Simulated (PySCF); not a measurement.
Si(Me)2(Et)(OH), C₄H₁₂OSi, SMILES C[Si](CC)(O)C (GFN2-xTB optimised geometry):

```
18

C     -2.005    -1.099     1.697
C     -0.486    -1.177     1.566
Si     0.196    -0.312     0.000
C      2.093    -0.312     0.000
C     -0.502    -1.169    -1.555
O     -0.185     1.282     0.000
H     -2.344    -1.601     2.603
H     -2.490    -1.573     0.847
H     -2.335    -0.063     1.745
H     -0.189    -2.225     1.575
H     -0.037    -0.725     2.453
H      2.478     0.180    -0.887
H      2.490    -1.321     0.020
H      2.484     0.216     0.863
H     -1.587    -1.116    -1.590
H     -0.126    -0.698    -2.458
H     -0.228    -2.217    -1.594
H     -1.093     1.573    -0.017
```

Calculation: PBE0/def2-SVP in PySCF 2.14.0.

### Question
What are the frontier orbital energies and the dipole moment?

### Answer
HOMO-2 -9.35 eV, HOMO-1 -8.10 eV, HOMO -7.55 eV, LUMO 1.25 eV, LUMO+1 2.06 eV; dipole moment 1.25 D.

Meta-Löwdin charges at PBE0/def2-SVP: C1 -0.29, C2 -0.43, Si3 1.08, C4 -0.56, C5 -0.57, O6 -0.72, H7 0.10, H8 0.09, H9 0.09, H10 0.10, H11 0.10, H12 0.12, H13 0.11, H14 0.12, H15 0.11, H16 0.11, H17 0.11, H18 0.33.
